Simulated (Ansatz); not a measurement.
`[F][Sb]([Cl])[Cl]` + HCl → `[Cl][Sb]([Cl])[Cl]` + H–F at 600 K and 1 bar (ligand exchange at the Sb–F bond).

Computed with Ansatz on PBE0-D4/def2-TZVP structures; ΔE is electronic, products minus reactants. CCSD(T)/CBS adds triple-zeta CCSD(T) − MP2 to the extrapolated MP2 energy (def2 sets, frozen cores). This one scheme is used for every species. Elements past krypton have def2 core potentials. For Sb outer-core shells are correlated without core-valence functions, which leaves a few kJ/mol of doubt a bond.

```tsv
species	CCSD(T)/CBS energy (Eh)	H − E (kJ/mol)	S (J/(mol·K))
`[F][Sb]([Cl])[Cl]`	-1259.47647	51.7	390.6
HCl	-460.38127	35.4	207.2
`[Cl][Sb]([Cl])[Cl]`	-1619.46986	51.0	394.8
H–F	-100.39570	42.3	194.0
```

H − E and S are ideal-gas, rigid-rotor, harmonic terms from PBE0-D4/def2-TZVP. 1 Eh = 2625.50 kJ/mol, R = 8.31446 J/(mol·K).

Question: By hand: ΔE, ΔH, ΔS and ΔG.

Answer: ΔE = (-1619.46986) + (-100.39570) − (-1259.47647) − (-460.38127) = -0.00782 Eh = -20.5 kJ/mol. Δ(H − E) = 51.0 + 42.3 − 51.7 − 35.4 = 6.2, so ΔH = -14.3 kJ/mol. ΔS = 394.8 + 194.0 − 390.6 − 207.2 = -9.0 J/(mol·K). ΔG = -14.3 − 600 × (-9.0)/1000 = -8.9 kJ/mol.

Question: By hand: the equilibrium constant, and the temperature at which ΔG would vanish if ΔH and ΔS stayed fixed.

Answer: log₁₀ K = −ΔG/(RT ln 10) = 0.8. ΔG = 0 at ΔH/ΔS = 1589 K, though so small a ΔS makes that figure unsure.

TΔS isn't small against ΔH here. A doubt of 5 kJ/mol in ΔE shifts log₁₀ K by 0.4 here. These are equilibria of isolated gas molecules and say nothing of rates. Largest T1 diagnostic: 0.014 (customary marks: 0.02 for closed shells, 0.045 for open ones).
